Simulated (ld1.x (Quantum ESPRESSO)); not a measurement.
iodine, TM semilocal: configuration errors across variants

| Item | Value |
| --- | --- |
| Element | I |
| Generator | ld1.x (Quantum ESPRESSO) 7.5 |
| Type | norm-conserving Troullier–Martins (semilocal form) |
| Functional | Wu–Cohen |
| Relativity | scalar-relativistic |
| Frozen core | [Kr] 4d10 |
| Valence charge | 7 |
| Reference configuration | 5s2 5p5 |
| Partial waves | 5p (bound): rc 1.85 bohr; 5s (bound): rc 1.35 bohr |
| Local potential | the s channel |
| Core correction | none |

All-electron excitation energies from the reference (eV): (1) 5s2 5p4 11.156; (2) 5s2 5p3 31.058; (3) 5s2 5p2 60.478; (4) 5s2 5p1 100.026; (5) 5s1 5p5 22.176; (6) 5s1 5p6 10.455; (7) 5s2 5p5.3 -1.785.

A semilocal file is local in each channel, so a ghost entry of none says nothing of the separable form that plane-wave codes build from it.

1 further variants failed, have other tests or too few solved ones, and are left out.

A true bound ghost makes a file unfit for plane-wave use even where its test errors are small: the radial tests pick states by their node count and pass the ghost by.

Errors AE − PS in meV (a dash: test not solved or not reliable):

| change | (1) | (2) | (3) | (4) | (5) | (6) | (7) | bound ghosts |
| --- | --- | --- | --- | --- | --- | --- | --- | --- |
| base | -0.9 | +5.4 | +31 | +98 | +14 | +12 | +0.5 | none |
| wave 5s (bound): rc 1.35 bohr becomes 5s (bound): rc 1.38 bohr | -1.3 | +2.5 | +20 | +68 | +11 | +8.3 | +0.5 | none |
| wave 5s (bound): rc 1.35 bohr becomes 5s (bound): rc 1.58 bohr | -2.1 | -2.8 | +0.5 | +13 | +8.5 | +4.7 | +0.5 | none |
| wave 5s (bound): rc 1.35 bohr becomes 5s (bound): rc 1.80 bohr | -2.3 | -4.2 | -4.5 | -0.2 | +7.9 | +3.5 | +0.5 | none |
| wave 5s (bound): rc 1.35 bohr becomes 5s (bound): rc 1.92 bohr | -2.1 | -3.4 | -1.8 | +6.7 | +7.2 | +3.0 | +0.5 | none |

Question: Give the same row for: wave 5s (bound): rc 1.35 bohr becomes 5s (bound): rc 1.18 bohr.

Answer: +5.8, +48, +170, +431, +43, +30, +0.8; bound ghosts: s (extra level of the local part).
